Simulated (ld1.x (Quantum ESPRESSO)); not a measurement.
Scattering properties, TM semilocal potential for calcium

Ca (Z = 20), norm-conserving Troullier–Martins (semilocal form), made with ld1.x (Quantum ESPRESSO) 7.5 (PBE, scalar-relativistic). Core [Ar], reference 3d0 4s2 4p0. Waves: 4s (bound): rc 2.65 bohr; 4p (bound, empty): rc 3.20 bohr; 3d (bound, empty): rc 3.30 bohr. Local part: the d channel. Core correction: none.

The phase is arctan(r·u′/u) with u = r·R(r), unwrapped; energies in Ry, scanned from -2 to 5 Ry. A pole is an energy at which the radial function vanishes at the test radius. The pseudo phase is shifted by a multiple of π to meet the all-electron one at the reference energy, and phase errors are pseudo minus all-electron; the curves can meet again beyond the range given. Levels narrower than the energy grid can be missing from the lists of poles.

Q: For each channel, where are the poles, and over which energies does the pseudopotential scatter like the atom?

A:

```
channel  radius (bohr)  reference energy (Ry)  poles, all-electron  poles, pseudo  unbroken range about the reference energy with phases within 0.05 rad  phase error 1 Ry above the reference energy (rad)
      s           3.62                  -0.28                 0.74     0.67, 2.99                                                              below 1.1                                             -0.022
      p           3.62                  -0.10                 1.34     1.09, 3.76                                                            -2.0 to 0.9                                             -0.048
      d           3.62                  -0.14           0.01, 2.38     0.03, 3.31                                                              below 0.2                                             +0.544
```

Phases in the p channel:

| E (Ry) | all-electron | pseudo |
| --- | --- | --- |
| -2.00 | 1.424 | 1.357 |
| -1.76 | 1.357 | 1.341 |
| -1.52 | 1.331 | 1.320 |
| -1.28 | 1.302 | 1.293 |
| -1.04 | 1.263 | 1.256 |
| -0.80 | 1.208 | 1.202 |
| -0.56 | 1.120 | 1.115 |
| -0.32 | 0.950 | 0.948 |
| -0.08 | 0.539 | 0.539 |
| 0.16 | -0.396 | -0.416 |
| 0.40 | -1.066 | -1.101 |
| 0.64 | -1.323 | -1.362 |
| 0.88 | -1.446 | -1.493 |
| 1.12 | -1.521 | -1.581 |
| 1.36 | -1.575 | -1.660 |
| 1.60 | -1.619 | -1.757 |
| 1.84 | -1.661 | -1.930 |
| 2.08 | -1.706 | -2.507 |
| 2.32 | -1.762 | -3.955 |
| 2.56 | -1.843 | -4.394 |
| 2.80 | -1.985 | -4.534 |
| 3.04 | -2.322 | -4.605 |
| 3.28 | -3.258 | -4.651 |
| 3.52 | -4.078 | -4.684 |
| 3.76 | -4.361 | -4.712 |
| 4.00 | -4.485 | -4.738 |
| 4.24 | -4.554 | -4.763 |
| 4.48 | -4.599 | -4.789 |
| 4.72 | -4.632 | -4.821 |
| 4.96 | -4.657 | -4.862 |
